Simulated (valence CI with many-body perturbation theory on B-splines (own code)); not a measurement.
Ti XVI: electric-dipole lines

Method: configuration interaction combined with many-body perturbation theory (CI+MBPT): five valence electrons over a frozen Dirac-Fock core [He], a basis of 11 s, 11 p, 10 d, 8 f, 5 g, 2 h functions for each j, with the one-electron correlation potential Σ1, the two-electron term Σ2, the three-electron term Σ3, Breit, model QED; selected CI, second order for the rest, scaled by the run's own slope (own B-spline code, finite nucleus).

No measured spectrum was set against this ion. As an estimate, levels of excited configurations hold to 0.05 to 0.15 % of their energy, terms of the ground configuration to about 0.5 %. Among the levels kept, up to 5400 cm⁻¹ of a level comes from second order outside the variational space, and about a tenth of that is noise between levels of different J, which matters for small intervals.

Lines 51 to 100 of 576 in falling wavelength, among levels below 6010.1 × 10³ cm⁻¹, chosen from the strongest by gf and those to the six lowest levels. Wavelengths and rates use the calculated energies, so an error of 500 cm⁻¹ moves a line at 542.8 Å by 0.27 % and its rate by three times that or more. Electric multipoles are in the length gauge with retardation, E1 and E2 with the static RPA response of the core. Weak lines are less certain than strong ones. Lines between different terms over intervals too small for the method are left out, as are lines whose strength nearly cancels. The highest levels of a list are the least certain.

Names give the largest LS component (configuration and term), which can be under half, so a name can repeat, a term be missing and a line seem to break the LS rules; names also repeat where a configuration has a term twice. Letters in brackets count levels of one name in rising energy.

```
λ vac (Å)                   Upper                   Lower   A (s⁻¹)  S (a.u.) with core polarisation  S without
    542.8   2s2 2p2 3d 2P_3/2 [b]  2s2 2p2 3p 2P°_3/2 [b]  8.23e+08                         2.60e-01   2.60e-01
    542.4      2s2 2p2 3p 2F°_7/2       2s2 2p2 3s 2D_5/2  1.93e+09                         1.22e+00   1.22e+00
    542.0        2s 2p3 3p 4F_7/2       2s 2p3 3s 4D°_5/2  1.87e+09                         1.17e+00   1.18e+00
    540.5   2s 2p3 3d 4F°_7/2 [a]    2s 2p3 3p 4D_7/2 [a]  5.87e+08                         3.66e-01   3.66e-01
    539.2  2s2 2p2 3p 2D°_5/2 [a]       2s2 2p2 3s 2P_3/2  1.13e+09                         5.23e-01   5.23e-01
    538.8        2s 2p3 3p 6P_7/2       2s 2p3 3s 6S°_5/2  2.15e+09                         1.33e+00   1.33e+00
    536.1       2s 2p3 3d 6D°_7/2        2s 2p3 3p 6P_7/2  6.75e+08                         4.11e-01   4.11e-01
    534.0       2s 2p3 3d 6D°_9/2        2s 2p3 3p 6P_7/2  1.92e+09                         1.44e+00   1.44e+00
    532.9   2s 2p3 3d 4F°_9/2 [b]    2s 2p3 3p 4D_7/2 [b]  1.93e+09                         1.44e+00   1.44e+00
    532.8      2s 2p3 3d 4G°_11/2        2s 2p3 3p 4F_9/2  1.96e+09                         1.76e+00   1.76e+00
    532.1      2s2 2p2 3p 4P°_1/2       2s2 2p2 3s 4P_3/2  1.17e+09                         1.74e-01   1.74e-01
    532.0   2s 2p3 3d 4F°_5/2 [a]    2s 2p3 3p 4D_5/2 [a]  7.61e+08                         3.39e-01   3.39e-01
    531.2       2s 2p3 3d 4G°_5/2    2s 2p3 3p 2P_3/2 [a]  5.41e+08                         2.40e-01   2.40e-01
    529.7       2s 2p3 3d 4G°_9/2        2s 2p3 3p 4F_7/2  1.88e+09                         1.38e+00   1.38e+00
    528.2   2s 2p3 3d 4D°_3/2 [c]    2s 2p3 3p 4P_3/2 [c]  5.75e+08                         1.67e-01   1.67e-01
    527.4   2s 2p3 3d 4D°_7/2 [c]    2s 2p3 3p 4P_5/2 [c]  1.28e+09                         7.42e-01   7.42e-01
    525.8   2s 2p3 3d 4D°_5/2 [c]    2s 2p3 3p 4P_5/2 [c]  5.89e+08                         2.54e-01   2.54e-01
    524.3  2s2 2p2 3p 2P°_3/2 [a]       2s2 2p2 3s 2P_3/2  1.13e+09                         3.21e-01   3.21e-01
    524.1   2s 2p3 3d 4D°_1/2 [c]    2s 2p3 3p 4P_1/2 [c]  1.15e+09                         1.63e-01   1.63e-01
    522.0   2s 2p3 3d 4D°_5/2 [d]    2s 2p3 3p 4P_5/2 [d]  4.48e+08                         1.89e-01   1.89e-01
    521.8   2s2 2p2 3d 2D_5/2 [b]  2s2 2p2 3p 2D°_5/2 [b]  6.37e+08                         2.68e-01   2.68e-01
    520.9   2s 2p3 3d 4D°_5/2 [c]    2s 2p3 3p 4P_3/2 [c]  7.59e+08                         3.18e-01   3.18e-01
    520.8       2s 2p3 3d 4G°_7/2        2s 2p3 3p 4F_5/2  1.82e+09                         1.02e+00   1.02e+00
    520.6   2s 2p3 3d 4F°_3/2 [a]    2s 2p3 3p 4D_1/2 [a]  8.42e+08                         2.35e-01   2.35e-01
    519.6   2s 2p3 3d 4F°_9/2 [a]    2s 2p3 3p 4D_7/2 [a]  1.25e+09                         8.63e-01   8.63e-01
    519.4       2s 2p3 3d 4S°_3/2    2s 2p3 3p 4P_5/2 [b]  7.62e+08                         2.11e-01   2.11e-01
    519.0   2s 2p3 3d 4F°_7/2 [a]    2s 2p3 3p 4D_5/2 [a]  9.76e+08                         5.39e-01   5.39e-01
    518.3  2s2 2p2 3p 2P°_1/2 [c]       2s2 2p2 3s 2S_1/2  2.17e+09                         2.98e-01   2.98e-01
    518.2    2s 2p3 3p 2D_3/2 [a]   2s 2p3 3s 2D°_5/2 [a]  6.49e+08                         1.78e-01   1.78e-01
    517.7   2s 2p3 3d 4F°_7/2 [b]    2s 2p3 3p 4D_5/2 [b]  1.80e+09                         9.88e-01   9.88e-01
    517.2       2s 2p3 3d 6D°_3/2        2s 2p3 3p 6P_5/2  6.14e+08                         1.68e-01   1.68e-01
    516.7       2s 2p3 3d 6D°_5/2        2s 2p3 3p 6P_5/2  1.26e+09                         5.13e-01   5.13e-01
    515.9       2s 2p3 3d 6D°_7/2        2s 2p3 3p 6P_5/2  1.35e+09                         7.33e-01   7.33e-01
    515.1    2s 2p3 3p 2P_3/2 [g]   2s 2p3 3s 2P°_3/2 [b]  2.01e+09                         5.42e-01   5.42e-01
    514.5   2s 2p3 3d 4D°_7/2 [d]    2s 2p3 3p 4P_5/2 [d]  1.87e+09                         1.01e+00   1.01e+00
    513.6   2s 2p3 3d 4F°_5/2 [a]    2s 2p3 3p 4D_3/2 [a]  7.88e+08                         3.16e-01   3.16e-01
    512.2   2s2 2p2 3d 2D_3/2 [b]  2s2 2p2 3p 2D°_3/2 [b]  7.95e+08                         2.11e-01   2.11e-01
    510.3    2s 2p3 3p 2D_3/2 [a]   2s 2p3 3s 2D°_3/2 [a]  1.60e+09                         4.19e-01   4.19e-01
    508.0       2s 2p3 3d 6D°_1/2        2s 2p3 3p 6P_3/2  2.20e+09                         2.84e-01   2.84e-01
    507.7       2s 2p3 3d 6D°_3/2        2s 2p3 3p 6P_3/2  1.55e+09                         4.00e-01   4.00e-01
    507.7  2s2 2p2 3p 2P°_3/2 [c]       2s2 2p2 3s 2S_1/2  2.16e+09                         5.58e-01   5.58e-01
    507.6       2s2 2p2 3d 4F_9/2      2s2 2p2 3p 4D°_7/2  2.02e+09                         1.30e+00   1.30e+00
    507.3       2s 2p3 3d 6D°_5/2        2s 2p3 3p 6P_3/2  6.95e+08                         2.69e-01   2.69e-01
    506.0    2s 2p3 3p 2D_3/2 [c]   2s 2p3 3s 2D°_3/2 [b]  1.95e+09                         4.98e-01   4.98e-01
    505.8    2s 2p3 3p 2S_1/2 [b]   2s 2p3 3s 2P°_3/2 [b]  2.10e+09                         2.68e-01   2.68e-01
    505.6   2s 2p3 3d 4F°_5/2 [b]    2s 2p3 3p 4D_3/2 [b]  1.77e+09                         6.78e-01   6.78e-01
    504.4   2s2 2p2 3d 2D_5/2 [b]  2s2 2p2 3p 2D°_3/2 [b]  6.68e+08                         2.54e-01   2.54e-01
    502.8    2s 2p3 3p 2D_5/2 [a]   2s 2p3 3s 2D°_5/2 [a]  2.24e+09                         8.45e-01   8.45e-01
    502.2       2s 2p3 3d 4G°_5/2        2s 2p3 3p 4F_3/2  1.55e+09                         5.81e-01   5.81e-01
    499.7       2s2 2p2 3d 4F_7/2      2s2 2p2 3p 4D°_5/2  2.06e+09                         1.01e+00   1.01e+00
```
